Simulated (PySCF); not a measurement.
Compound: C5H5N3.
SMILES: `Cc1c[nH]nc1C#N`

The closed-shell ground state was solved at several levels (PySCF, density fitting, gas phase, non-relativistic). Geometry: GFN2-xTB; no solvent, vibrations or thermal averaging.

```
              level  basis functions  total energy (Eh)  HOMO (eV)  LUMO (eV)  gap (eV)  dipole (D)
        B3LYP/pcJ-1              266          -357.7727      -7.44      -1.02      6.42        6.40
CAM-B3LYP/def2-SVPD              200          -357.3381      -8.98       0.18      9.16        6.43
```

(1) Estimate the row for PBE0/pcSseg-1, a basis of 161 functions; the other rows only guide the guess.

(2) Over all these levels, which gives the widest orbital gap and which the narrowest?

(3) How far do the dipole and the HOMO energy spread over the levels?

## Answers

(1) Total energy -357.3073 Eh, HOMO -7.68 eV, LUMO -0.82 eV, gap 6.86 eV, dipole 6.39 D.

(2) CAM-B3LYP/def2-SVPD (range-separated hybrid) has the widest, 9.16 eV, and B3LYP/pcJ-1 (global hybrid, 20 % exact exchange) the narrowest, 6.42 eV. Functional and basis both differ between the two, so the spread mixes both effects.

(3) The dipole runs from 6.39 to 6.43 D (mean 6.41 D) and the HOMO from -8.98 to -7.44 eV.
